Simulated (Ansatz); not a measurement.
Isomers of CH9AlSi3, relaxed with PBE0-D4/def2-TZVP in Ansatz; electronic energies, one conformer each and not always the lowest. Functionals use def2-TZVPP; CBS adds triple-zeta CCSD(T) − MP2 to the MP2 limit of def2-TZVPP and def2-QZVPP.

Problem. Order them by energy at frozen-core CCSD(T)/CBS, lowest first. (Best estimate.)
A. `[SiH3]C[SiH]1[AlH][SiH2]1`
B. `[SiH3][SiH2][SiH]1[CH2][AlH]1`
C. `C1[SiH2][AlH][SiH2][SiH2]1`

Solution. C (0.0 kJ/mol), A (122.6 kJ/mol), B (148.5 kJ/mol).

Problem. How do B3LYP, B3LYP-D4, ωB97M-V, r2SCAN-D4 place them (kJ/mol, against `C1[SiH2][AlH][SiH2][SiH2]1`)? (Estimate.)

Solution. Computed: 
| isomer | B3LYP | B3LYP-D4 | ωB97M-V | r2SCAN-D4 |
| --- | --- | --- | --- | --- |
| `[SiH3]C[SiH]1[AlH][SiH2]1` | 115.7 | 123.5 | 120.5 | 114.7 |
| `[SiH3][SiH2][SiH]1[CH2][AlH]1` | 135.9 | 145.1 | 146.3 | 140.8 |

B3LYP here is the variant with VWN-RPA as its local correlation; programs differ in this.
